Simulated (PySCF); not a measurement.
Gas-phase reaction: InCl + H = InH + Cl

Computed with PySCF and rigid-rotor harmonic-oscillator thermochemistry at 1 bar. † marks an energy on the PBE0/def2-TZVP geometry and frequencies. MP2 and CCSD(T) freeze the core. Open shells (unrestricted): H (multiplicity 2), Cl (multiplicity 2, electronic degeneracy 6); the rest are closed-shell singlets. Spin-orbit splitting is ignored; it lowers the true energy and changes the entropy of Cl. B3LYP is the form with VWN-RPA correlation. In: scalar-relativistic def2 core potential, no spin-orbit coupling. InH: computed as isolated molecules; such fragments, hydroxides, amides, oligomers or adducts are transient or little studied in the gas. MP2 isn't extrapolated to the basis-set limit; its ΔH°(298 K) is 187.1 kJ in def2-SVP and 211.7 kJ in def2-TZVPP. CCSD(T) isn't extrapolated to the basis-set limit; its ΔH°(298 K) is 157.5 kJ in def2-SVP and 173.5 kJ in def2-TZVPP. The harmonic model lacks anharmonicity and excited electronic states, which grow with temperature; levels with a mode under 35 cm⁻¹ are left out.

```tsv
level	ΔE electronic, kJ	ΔH°(298 K), kJ	ΔS°(298 K), J/K	ΔG°(1400 K), kJ
B3LYP/def2-TZVP†	168	174	13	161
CCSD(T)/def2-TZVPP†	168	173	13	161
HF/def2-TZVP†	151	157	13	144
M06-2X/def2-TZVP†	194	199	13	187
MP2/def2-TZVPP†	206	212	13	199
PBE/def2-TZVP†	197	202	13	190
PBE0/def2-SVP†	186	192	13	179
```
ΔH° is lowest at HF/def2-TZVP† and highest at MP2/def2-TZVPP†. No reference value is set beside these.
